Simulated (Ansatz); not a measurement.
`[SiH3][GeH]1[CH2][O]1` + HCl → `[Cl][GeH]1[CH2][O]1` + SiH₄  (cleavage of the Ge–Si bond)

Gas-phase electronic energies from Ansatz, PBE0-D4/def2-TZVP geometries. CCSD(T)/CBS adds triple-zeta CCSD(T) − MP2 to the extrapolated MP2 energy (def2 sets, frozen cores). This one scheme is used for every species. DFT in def2-TZVPP. For Ge outer-core shells are correlated without core-valence functions, which leaves a few kJ/mol of doubt a bond. Scalar relativity is left out up to krypton.

`[SiH3][GeH]1[CH2][O]1`:

Z-matrix (Å, degrees):
```
Si
Ge 1 2.363
H 1 1.485 2 110.5
H 1 1.486 2 109.4 3 120.3
H 1 1.484 2 107.5 3 -120.3
C 2 1.913 1 120.9 3 119.2
O 2 1.848 1 110.0 3 71.5
H 2 1.534 1 121.6 3 -59.0
H 6 1.091 2 118.4 1 165.9
H 6 1.091 2 119.4 1 19.3
```

HCl:

```xyz
2

Cl   -0.435    0.456   -0.109
H     0.435   -0.456    0.109
```

`[Cl][GeH]1[CH2][O]1`:

```xyz
7

Cl   -0.739   -0.240    2.480
Ge    0.270   -0.536    0.625
C    -0.327    0.373   -0.919
O     0.727    1.020   -0.184
H     1.415   -1.521    0.788
H    -0.052    0.028   -1.915
H    -1.294    0.875   -0.874
```

SiH₄:

Cartesian coordinates in Å:
```
Si 0.000 0.000 0.000
H 0.967 0.541 -0.988
H 0.431 -1.357 0.421
H -1.348 -0.078 -0.618
H -0.049 0.894 1.184
```

| level | ΔE (kJ/mol) |
| --- | --- |
| ωB97M-V | -48.2 |
| HF/def2-TZVPP | -68.7 |
| SCS-MP2/def2-TZVPP | -51.7 |
| MP2/CBS(def2) | -44.9 |

Problem. What does CCSD(T)/CBS give? (An estimate is asked.)

Solution. Computed: -41.2 kJ/mol. The listed levels differ from it by -7.0, -27.5, -10.5, -3.7 kJ/mol.

Largest T1 diagnostic among the species: 0.015.

In def2-TZVPP, CCSD(T) changes the Hartree–Fock value by +24.8 kJ/mol (the triples alone add +2.0 kJ/mol) and MP2 by +21.1 kJ/mol. From PBE to PBE0 (25 % exact exchange), in def2-TZVPP and without D4, ΔE moves by −4.0 kJ/mol.
